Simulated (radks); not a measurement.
Question: The calcium ion Ca6+ is in [Ne] 3s2 3p2. Calculated with a radial shooting solver on a logarithmic mesh with Libxc functionals: scalar-relativistic Kohn-Sham, r2SCAN, spin-polarised, spherical densities, finite nucleus; meta-GGA in the generalised Kohn-Sham scheme; Fermi nuclear charge, rms radius of each element as measured or else 0.836 A^(1/3) + 0.57 fm. Open shells are filled with parallel spins first. One electron is removed from 3p, 2p, 3s, 2s in turn, with full relaxation. Which removal costs least, and what does each cost?

Answer: 3p 127.77 eV; 3s 141.90 eV; 2p 473.67 eV; 2s 552.19 eV. The 3p electron leaves first.
